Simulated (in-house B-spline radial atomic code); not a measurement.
Results of a calculation; reference values are marked as such.
# Rh in an electron gas of r_s = 4: phase shifts, screening and friction

A nucleus sits in a uniform electron gas with a rigid positive background. The Kohn-Sham equations are solved self-consistently in the spin-unpolarised LDA (PW92), non-relativistic, on B-splines with outgoing waves at the boundary and partial waves to l = 8. The model has no lattice, no bands and no magnetic solution. Atomic units; δ_l are the phase shifts at the Fermi level, counted so that each bound state adds π, and good to about 0.0005.

The density parameter is r_s = 4 bohr.

| l | δ_l (rad) |
| --- | --- |
| 0 | 12.8025 |
| 1 | 9.3237 |
| 2 | 5.9988 |
| 3 | -0.0131 |
| 4 | 0.0007 |
| 5 | 0.0000 |
| 6 | 0.0000 |
| 7 | -0.0001 |
| 8 | -0.0001 |

Bound levels below the band bottom (hartree): s -20.4, p -17.05, d -10.85, s -2.466, p -1.45 and deeper ones.

Task: Check the Friedel sum rule, and say where the screening charge sits.

Result: k_F = (9π/4)^(1/3)/r_s = 0.47979. The rule is Z = (2/π) Σ (2l + 1) δ_l. The terms are s 8.150, p 17.807, d 19.095, f -0.058 and 0.002 beyond, in all 44.996 against Z = 45. Bound states hold 8 s, 18 p, 10 d electrons, so the scattering states carry 9.00 in all; where a term is smaller than its bound count, the bound level has drawn weight out of the band.

Task: Find the transport cross section and the electronic stopping of a 5 keV Rh ion (mass 102.91 u).

Result: σ_tr = (4π/k_F²) Σ (l + 1) sin²(δ_l − δ_(l+1)). The terms for l = 0 to 3 are 0.1095, 0.0665, 0.2154, 0.0008, all together 0.3921, so σ_tr = 54.589 × 0.3921 = 21.405 bohr². With n = 3/(4π r_s³) = 0.00373, the friction coefficient is Q = n k_F σ_tr = 0.0383. For v well below v_F = 0.480, dE/dx = Q v; with 24801 eV per u at v = 1, v = √(5000/(24801 × 102.91)) = 0.0443, so dE/dx = 0.00170 hartree/bohr = 0.872 eV/nm. The largest term couples the d and f waves.
